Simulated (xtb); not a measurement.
B(vinyl)(OH)(OMe) (C3H7BO2), SMILES C=CB(O)OC. All values are semi-empirical tight-binding results from xtb (GFN2-xTB unless named), good for trends rather than for accurate numbers. The structure is a stationary point at GFN2-xTB. The values are those of a single conformer.

orbital gap: 4.80 eV
dipole moment: 1.76 D
zero-point energy: 63.3 kcal/mol
G − E(el) at 298.15 K (modified RRHO): 43.6 kcal/mol
static polarisability (D4 model): 60.2 bohr³
solvation energy, GFN2-xTB/ALPB(water): -4.8 kcal/mol
solvation energy, GFN2-xTB/ALPB(acetone): -8.3 kcal/mol

Computed IR lines (harmonic; lines under 4 % of the strongest left out, lines within 3 cm⁻¹ merged):
ν (cm⁻¹): 617 (m), 641 (m), 917 (m), 1013 (w), 1041 (w), 1097 (w), 1237 (s), 1267 (vs), 1296 (m), 1678 (w), 2944 (w), 2961 (w), 2975 (w), 3041 (w), 3075 (w), 3101 (w) (against the strongest line: vs over 80 %, s over 45 %, m over 15 %, w over 4 %, vw less)
